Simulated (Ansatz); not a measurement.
Name a neutral molecule of C, F, In, Se and H with HOMO energy (ωB97M-V/def2-TZVPP) between -9.25 and -8.95 eV and HOMO energy (PBE/def2-TZVPP) between -5.95 and -5.65 eV (Ansatz, PBE0-D4/def2-TZVP geometry).

`F[C](=[Se])[InH2]` (-8.99 eV, -5.89 eV). Other molecules can fit too; these were computed, each in one conformer that needn't be the lowest.
